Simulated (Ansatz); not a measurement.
Pb3⁻. Charge -1, multiplicity 2. Geometry PBE0-D4/def2-SVPD.

Cartesian coordinates in Å:
```
Pb -1.490 0.491 -0.801
Pb 0.455 0.826 1.343
Pb 1.035 -1.317 -0.542
```

In the def2 sets Pb takes a core potential; there is no spin–orbit coupling. At PBE-D4/def2-SVPD, PBE-D4/def2-TZVPD the highest occupied level of the charge -1 doublet lies above zero (up to 0.30 eV). By energy differences its removal costs 1.87 eV (vertical, to the charge 0 triplet, at PBE0-D4/def2-TZVPD). The structure comes from a short search, and lower isomers may exist.

Task: Estimate the α-spin orbital energies around the gap (eV) in Ansatz with PBE-D4/def2-SVPD, PBE-D4/def2-TZVPD, PBE0-D4/def2-SVPD, PBE0-D4/def2-TZVPD, ωB97M-V/def2-TZVPD.

Result: 
```csv
orbital,PBE-D4/def2-SVPD,PBE-D4/def2-TZVPD,PBE0-D4/def2-SVPD,PBE0-D4/def2-TZVPD,ωB97M-V/def2-TZVPD
HOMO−13,-16.03,-16.13,-18.37,-18.44,-21.11
HOMO−12,-15.91,-16.00,-18.24,-18.31,-20.99
HOMO−11,-15.79,-15.88,-18.08,-18.14,-20.78
HOMO−10,-15.75,-15.85,-18.04,-18.12,-20.76
HOMO−9,-15.72,-15.83,-18.01,-18.09,-20.73
HOMO−8,-15.62,-15.71,-17.90,-17.97,-20.60
HOMO−7,-15.53,-15.63,-17.82,-17.89,-20.53
HOMO−6,-8.97,-9.05,-10.56,-10.62,-13.35
HOMO−5,-6.65,-6.77,-7.89,-7.99,-10.38
HOMO−4,-6.13,-6.24,-7.27,-7.37,-9.67
HOMO−3,-0.57,-0.66,-1.30,-1.38,-3.01
HOMO−2,-0.36,-0.47,-0.93,-1.02,-2.51
HOMO−1,0.01,-0.11,-0.75,-0.85,-2.49
HOMO,0.14,0.02,-0.56,-0.67,-2.29
LUMO,1.46,1.33,1.99,1.87,3.28
LUMO+1,1.81,1.67,2.42,2.27,3.31
LUMO+2,2.48,2.23,2.93,2.64,3.42
LUMO+3,2.72,2.41,3.18,2.81,3.67
LUMO+4,3.24,3.03,3.73,3.50,4.42
LUMO+5,3.35,3.08,3.81,3.52,4.55
β HOMO,0.30,0.18,-0.36,-0.46,-2.10
β LUMO,0.58,0.47,1.21,1.11,2.57
```
